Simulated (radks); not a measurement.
Kinetic energies: the exact non-interacting value of the Kohn-Sham orbitals and orbital-free approximations, as 100 (|E| - |E exact|)/|E exact|, negative where the magnitude is too small. Species: Ar [Ar]; Ag [Kr] 4d10 5s1; Yb+ [Xe] 4f14 6s1; Sr2+ [Kr]. All-electron calculation, non-relativistic Kohn-Sham, PBE, spin-polarised, spherical densities, point nucleus. Program: a radial shooting solver on a logarithmic mesh with Libxc functionals. Every spin shell is full or empty, so the densities are truly spherical. Functionals are evaluated on that one density, not self-consistently.

\begin{tabular}{lrrrr}
functional & Ar & Ag & Yb+ & Sr2+ \\ \hline
exact (hartree) & 526.733 & 5197.38 & 13391.4 & 3130.71 \\
Thomas-Fermi & -7.05 & -5.39 & -4.89 & -5.76 \\
von Weizsacker & -41.56 & -57.59 & -62.92 & -54.46 \\
TF + vW & +51.39 & +37.02 & +32.19 & +39.78 \\
TF + vW/9 & -0.56 & -0.67 & -0.77 & -0.70 \\
TF + vW/5 & +4.64 & +3.10 & +2.53 & +3.35 \\
APBEK & +0.29 & +0.13 & -0.02 & +0.13 \\
Thakkar & -0.09 & -0.54 & -0.81 & -0.48 \\
Pearson & -1.42 & -0.93 & -0.94 & -1.02 \\
LKT & +29.12 & +19.65 & +16.70 & +21.35 \\
DePristo-Kress & +0.09 & -0.08 & -0.26 & -0.06 \\
Ernzerhof & +0.01 & -0.39 & -0.54 & -0.37 \\
\end{tabular}
